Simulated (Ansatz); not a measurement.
A search over several starts for the lowest SCF solution of Au3⁻ at the given spin, in a small basis.

```yaml
crystal:
  periodic: [false, false, false]
  atoms:
    - {symbol: Au, position_ang: [0.000002, 0.000017, -0.000002]}
    - {symbol: Au, position_ang: [-2.467285, 0.403887, 0.667739]}
    - {symbol: Au, position_ang: [2.467283, -0.403904, -0.667738]}
basis:
  gaussian: {orbitals: def2-SVP}
total_charge: -1
magnetization: {spin_polarized: true, initial_magnetization: 0}
hamiltonian: {xc: pbe0, dispersion: d4}
output: {orbitals: {seedname: orbitals}}
```

```sh
$ ansatz run in.yaml --threads 4 --pin off --events-out ev --progress --plain --max-ram 3916MiB
```

Output, abridged:

```
Functional definition: PBE0
978 factors; integrals over basis functions are off by at most 4.8e-4 eV
mean field evaluation 1: about -11083.3700 eV, gradient 6.1e0 eV
mean field evaluation 2: about -11083.0314 eV, gradient 1.1e1 eV
mean field evaluation 4: about -11083.5625 eV, gradient 2.9e-1 eV
mean field evaluation 8: about -11083.6955 eV, gradient 4.4e-2 eV
mean field evaluation 16: about -11083.6955 eV, gradient 3.0e-5 eV
mean field -11083.69552289 eV, -407.3182976674 hartree, gradient 2.6e-5 eV, S^2 0.000000; 0 other end points of the search recorded, 0 dependent functions left out
reference -11083.69554912 eV, -407.3182986314 hartree; 29, 29 occupied and 67, 67 virtual orbitals, 978 factors
Total energy: -11083.79815859 eV, -407.3220694600 hartree
```

It took 2.4 s on 4 threads of Arm Neoverse V2 on a shared host.

In the def2 sets Au takes a core potential; there is no spin–orbit coupling. The structure comes from a short search, and lower isomers may exist.
